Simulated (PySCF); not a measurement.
Polarisability and C₆ of Re²⁺ (rhenium, charge +2)

[Xe] 4f14 5d5, high-spin 6S determinant. All numbers are calculated (PySCF 2.14, scalar relativity by spin-free X2C-1e, in ANO-RCC-VTZP). Coupled (time-dependent) response in atomic units; α is the mean over directions. The basis has no added diffuse functions, which lowers α and C₆.

| method | mean α (bohr³) | C₆ (like pair) | S(−4) |
| --- | --- | --- | --- |
| MN15 | 10.36 | 59.67 | 50.54 |

S(−4) is the Cauchy moment in α(ω) = α(0) + S(−4) ω² + …

α(iu) at MN15:

| u (hartree) | α(iu) (bohr³) |
| --- | --- |
| 0 | 10.36 |
| 0.0500 | 10.24 |
| 0.100 | 9.893 |
| 0.200 | 8.835 |
| 0.300 | 7.720 |
| 0.500 | 6.062 |
| 0.750 | 4.824 |
| 1.00 | 4.006 |
| 1.50 | 2.900 |
| 2.00 | 2.175 |
| 3.00 | 1.338 |
| 5.00 | 0.6605 |

A single London oscillator, α(iu) = α/(1 + u²/ω²), gives C₆ = (3/4) ω α². Matching the computed C₆ needs ω = 4 × 59.67 / (3 × 10.36²) = 0.741 hartree.

For an ion, C₆ is the dispersion term alone; charge-induced terms of lower order in 1/R come first.

Spin-orbit coupling, which splits the p, d and f shells strongly at this Z, is absent.
